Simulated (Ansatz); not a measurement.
Basis sets compared for Ge₅O₅. Total charge 0; singlet. Geometry r2SCAN-D4/def2-SVP. Ansatz on 4 threads of Arm Neoverse V1 on a shared host; times are rough, and most runs start from earlier orbitals.

```csv
atom,x (Å),y (Å),z (Å)
Ge1,0.999,-2.134,0.151
Ge2,-1.145,2.241,-0.589
Ge3,1.843,1.351,0.648
Ge4,-0.124,-0.140,-1.609
Ge5,-1.712,-0.683,1.442
O6,1.401,-0.067,-0.389
O7,-0.175,-1.882,-1.274
O8,-1.367,0.432,-0.035
O9,0.470,2.436,0.176
O10,-0.191,-1.554,1.478
```

The 6-31G sets use Cartesian d functions. The structure comes from a short search, and lower isomers may exist.

Binding counts from free atoms (Ge triplet, O triplet) in the same basis, without a counterpoise term.

| level | functions | energy (Eh) | HOMO (eV) | LUMO (eV) | binding per atom (eV) | wall time |
| --- | --- | --- | --- | --- | --- | --- |
| HF/STO-3G | 115 | -10628.1842 | -5.03 | 4.42 | 2.67 | 2.4 s |
| HF/6-31G | 190 | -10749.6772 | -8.85 | 0.23 | 2.26 | 6 s |
| PBE-D4/def2-SVP | 230 | -10757.9301 | -5.61 | -3.25 | 4.49 | 6 s |
| PBE0-D4/def2-SVP | 230 | -10758.1438 | -6.60 | -2.57 | 4.20 | 14 s |

Problem. Estimate the rows for HF/def2-TZVP, PBE-D4/def2-TZVP (with forces), PBE0-D4/def2-TZVP.

Solution. 
| level | functions | energy (Eh) | HOMO (eV) | LUMO (eV) | binding per atom (eV) | wall time |
| --- | --- | --- | --- | --- | --- | --- |
| HF/def2-TZVP | 395 | -10751.5860 | -8.84 | 0.51 | 2.46 | 37 s |
| PBE-D4/def2-TZVP (with forces) | 395 | -10759.6986 | -5.65 | -3.27 | 4.47 | 16 s |
| PBE0-D4/def2-TZVP | 395 | -10759.9125 | -6.62 | -2.56 | 4.20 | 53 s |
